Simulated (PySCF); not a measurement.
## [SbCl2]+: from structure and modes to constants

Method: PySCF, PBE0, basis Sb def2-TZVP with ECP28, Cl def2-TZVP (scalar-relativistic core potentials, no spin–orbit coupling, density fitting).

The singlet minimum has C2v symmetry. Masses (u): Sb 120.90382, Cl 34.96885.

```xyz
3
charge 1 multiplicity 1, angstrom
Sb    0.0000    0.0000   -0.5293
Cl    1.7264    0.0000    0.9166
Cl   -1.7264    0.0000    0.9166
```

Harmonic wavenumbers (cm⁻¹): 146.0 (a1, ×1), 432.3 (b2, ×1), 442.4 (a1, ×1).

Question: Find the principal moments of inertia and the rotational constants. What kind of rotor is it?

Answer: About the centre of mass I = 92.631, 208.44, 301.07 u Å². With B = 16.8576/I this gives 0.182, 0.08087, 0.05599 cm⁻¹. The molecule is an asymmetric top with κ = -0.61.

Question: What is the harmonic zero-point energy?

Answer: Half the sum of all 3 wavenumbers, 1021/2 = 510 cm⁻¹, which is 6.1 kJ/mol (1 cm⁻¹ = 0.0119627 kJ/mol).

Question: Find the vibrational entropy and heat capacity at 298.15 K.

Answer: With u = 1.43878 ω/T, each mode gives S = R[u/(eᵘ−1) − ln(1−e⁻ᵘ)] and C = R u² eᵘ/(eᵘ−1)².
```csv
ω (cm⁻¹),u,S (J/(mol K)),C (J/(mol K))
146.0,0.704,11.40,7.98
432.3,2.086,3.56,5.86
442.4,2.135,3.43,5.76
```
The sums over all modes are S = 18.4 and C = 19.6 J/(mol K); the softest mode gives 62 % of the entropy.

Only a few start shapes were tried, so a lower isomer may exist.
